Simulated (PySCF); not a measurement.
# Electron correlation in S (sulfur, neutral)

[Ne] 3s1 3p5, high-spin 3P determinant (an excited configuration). All numbers are calculated (PySCF 2.14, no relativity, point nucleus, in aug-cc-pwCVDZ). Frozen: 1s2; 14 electrons correlated.

```tsv
level	correlation energy (mhartree)
CCSD	-335.22
(T)	-15.92
CCSD(T)	-351.14
```

Diagnostics: T1 = 0.019, D1 = 0.0638, largest double amplitude 0.216.

A double-excitation amplitude exceeds 0.15, a sign of near-degeneracy.

Cost of the coupled-cluster step: of the order of 2.8 core-seconds, for 14 correlated electrons.

Iterations:

```
CC2 = 0
CCSD nocc = (np.int64(8), np.int64(6)), nmo = (35, 35)
frozen orbitals [[0], [0]]
max_cycle = 100
direct = 0
conv_tol = 1e-08
conv_tol_normt = 1e-06
diis_space = 8
diis_start_cycle = 0
Init t2, MP2 energy = -0.280989134491232
Init E_corr(UCCSD) = -0.280989134491665
cycle = 1  E_corr(UCCSD) = -0.304498226995717  dE = -0.0235090925  norm(t1,t2) = 0.119185
cycle = 2  E_corr(UCCSD) = -0.316254841712794  dE = -0.0117566147  norm(t1,t2) = 0.0788891
cycle = 3  E_corr(UCCSD) = -0.336164723653596  dE = -0.0199098819  norm(t1,t2) = 0.0539072
cycle = 4  E_corr(UCCSD) = -0.33336023057157  dE = 0.00280449308  norm(t1,t2) = 0.00869699
cycle = 5  E_corr(UCCSD) = -0.335335492886899  dE = -0.00197526232  norm(t1,t2) = 0.00618549
cycle = 6  E_corr(UCCSD) = -0.335334505146587  dE = 9.87740312e-07  norm(t1,t2) = 0.00267926
cycle = 7  E_corr(UCCSD) = -0.335116494315856  dE = 0.000218010831  norm(t1,t2) = 0.00149008
cycle = 8  E_corr(UCCSD) = -0.335218905877989  dE = -0.000102411562  norm(t1,t2) = 0.000656526
cycle = 9  E_corr(UCCSD) = -0.335199203693267  dE = 1.97021847e-05  norm(t1,t2) = 0.000358624
cycle = 10  E_corr(UCCSD) = -0.33522987823735  dE = -3.06745441e-05  norm(t1,t2) = 0.000206889
cycle = 11  E_corr(UCCSD) = -0.335223201807866  dE = 6.67642948e-06  norm(t1,t2) = 0.000117479
cycle = 12  E_corr(UCCSD) = -0.335221927415666  dE = 1.2743922e-06  norm(t1,t2) = 6.88933e-05
cycle = 13  E_corr(UCCSD) = -0.335220527006541  dE = 1.40040912e-06  norm(t1,t2) = 2.81051e-05
cycle = 14  E_corr(UCCSD) = -0.335221050794512  dE = -5.23787971e-07  norm(t1,t2) = 9.86065e-06
cycle = 15  E_corr(UCCSD) = -0.335220972974524  dE = 7.78199883e-08  norm(t1,t2) = 4.08438e-06
cycle = 16  E_corr(UCCSD) = -0.335221018124898  dE = -4.51503743e-08  norm(t1,t2) = 1.63593e-06
cycle = 17  E_corr(UCCSD) = -0.335220998058895  dE = 2.00660029e-08  norm(t1,t2) = 3.21002e-07
cycle = 18  E_corr(UCCSD) = -0.335220992882576  dE = 5.17631954e-09  norm(t1,t2) = 1.45686e-07
UCCSD converged
E(UCCSD) = -397.4128969976696  E_corr = -0.3352209928825756
UCCSD(T) correction = -0.0159244881304592
```
